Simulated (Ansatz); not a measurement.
Geometry optimisation, RKS PBE-D4/def2-SVP (Ansatz).

Input file:

```yaml
crystal:
  periodic: [false, false, false]
  atoms:
    - { symbol: Zr, position_ang: [0.0, 0.0, 0.0] }
    - { symbol: Cl, position_ang: [0.0, 0.0, 2.87] }
    - { symbol: F, position_ang: [1.8671, 0.0, -0.6593] }
    - { symbol: O, position_ang: [-0.975, 1.6891, -0.6893] }
    - { symbol: H, position_ang: [-1.9328, 1.4584, -0.9117] }
    - { symbol: F, position_ang: [-0.9326, -1.6157, -0.6593] }
    - { symbol: Si, position_ang: [1.5188, -2.3064, 0.9176] }
    - { symbol: H, position_ang: [0.7001, -3.509, 0.7954] }
    - { symbol: H, position_ang: [2.722, -2.4528, 0.1037] }
    - { symbol: H, position_ang: [1.8974, -2.1161, 2.3147] }
    - { symbol: H, position_ang: [0.8764, -1.3309, 2.2944] }
basis:
  gaussian: { orbitals: def2-SVP }
hamiltonian:
  xc: pbe
  dispersion: d4
relax:
  f_tol: 0.15
  max_steps: 25
  restrain:
    - { distance: [0, 6], at: 3.81, k: 30.0 }
    - { distance: [10, 1], at: 2.57, k: 30.0 }
    - { distance: [0, 1], at: 2.52, k: 30.0 }
    - { distance: [10, 6], at: 1.46, k: 30.0 }
output:
  orbitals: {}
```

Command:

```bash
$ ansatz run input.yaml --threads 4 --pin off --max-ram 5120MiB --backend cpu --events-out ev --progress --plain --runs-dir out
```

**Question.** Where does it end, and by what steps?

**Answer.** The run converged. The restraints hold the end off the free minimum; the threshold counts their pulls, which the force column leaves out. Restrained pairs: Zr1–Si7 (2.91 → 3.81 Å), Cl2–H11 (1.69 → 2.58 Å), Zr1–Cl2 (2.87 → 2.48 Å), Si7–H11 (1.81 → 1.48 Å). After 11 steps the energy has fallen by 3.813 eV (the restraints' own energy left out); H10 moved furthest, 1.13 Å.

| step | energy less start (eV) | largest force component (eV/Å) | accepted |
| --- | --- | --- | --- |
| 0 | 0.0000 | 1.975 | yes |
| 1 | 0.2404 | 3.639 | yes |
| 2 | 0.0196 | 4.725 | yes |
| 3 | -1.1363 | 3.438 | yes |
| 4 | -2.2871 | 1.470 | yes |
| 5 | -2.9962 | 1.431 | yes |
| 6 | -3.4463 | 1.312 | yes |
| 7 | -3.6948 | 1.097 | yes |
| 8 | -3.7694 | 1.291 | yes |
| 9 | -3.8018 | 1.068 | yes |
| 10 | -3.5824 | 2.936 | no |
| 11 | -3.8131 | 1.171 | yes |

```xyz
11
Properties=species:S:1:pos:R:3
Zr -0.189 0.223 0.024
Cl -0.367 0.502 2.481
F 1.576 0.531 -0.641
O -1.318 1.550 -0.740
H -2.000 2.132 -1.107
F -0.837 -1.468 -0.600
Si 1.777 -2.739 1.385
H 0.834 -3.882 1.146
H 2.701 -2.574 0.212
H 2.567 -2.965 2.643
H 0.996 -1.494 1.574
```

Run time: 24 s on 4 threads of Arm Neoverse V2 (shared host), peak memory 0.21 GiB.
